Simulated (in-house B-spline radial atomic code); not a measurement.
## BSE on G0W0@HF excitations of C²⁺

Method: BSE on G0W0@HF. Computed with a B-spline radial code for spherical atoms: linear response of the closed shell [He] 2s2 with a statically screened interaction on G0W0 levels; scalar-relativistic (spin-free one-electron X2C), finite nucleus, no spin-orbit coupling, no double excitations, S, P, D and F terms only.

Command:
```bash
python run_td.py task.json out
```
Settings (radii: box in bohr, nucleus in fm):
```
Z                        6
electrons                4
configuration            [He] 2s2
hamiltonian              x2c
method                   bse
box_radius               29.48
rms_radius               2.4702
intervals                75
```

Time taken, with all properties: 0.8 s on 1 thread of Arm Neoverse N1 (shared host).

The lowest states, in the order of their Tamm-Dancoff energies; the method's threshold (minus the highest G0W0 level) is 47.58 eV. Labels give the largest channel, * marks a mixed state, and oscillator strengths are full-response dipole values. Energies in eV:

```
     state  full response  Tamm-Dancoff  oscillator strength
2s → 2p 3P          5.527         5.976                    -
2s → 2p 1P         12.296        13.367                0.744
2s → 3s 3S         29.552        29.571                    -
2s → 3s 1S          30.96         30.98                    -
2s → 3p 3P          32.18         32.18                    -
2s → 3p 1P              ?             ?                    ?
2s → 3d 3D          33.47         33.47                    -
2s → 3d 1D          34.15         34.15                    -
2s → 4s 3S          38.26         38.26                    -
2s → 4s 1S              ?             ?                    -
```

(1) Where does 2s → 3p 1P lie?

(2) Where does 2s → 4s 1S lie?

(3) How large is the singlet-triplet splitting of 2s → 2p (P terms) in Tamm-Dancoff?

(4) What polarisabilities and dispersion coefficient does the method give?

## Answers

(1) At 32.71 eV in full response, 32.74 eV in Tamm-Dancoff, oscillator strength 0.198.

(2) At 38.69 eV in full response, 38.69 eV in Tamm-Dancoff.

(3) 7.39 eV, from the unrounded values.

(4) Dipole 3.954 bohr³, quadrupole 4.968 bohr⁵, C6 5.817 hartree·bohr⁶ for two such species.
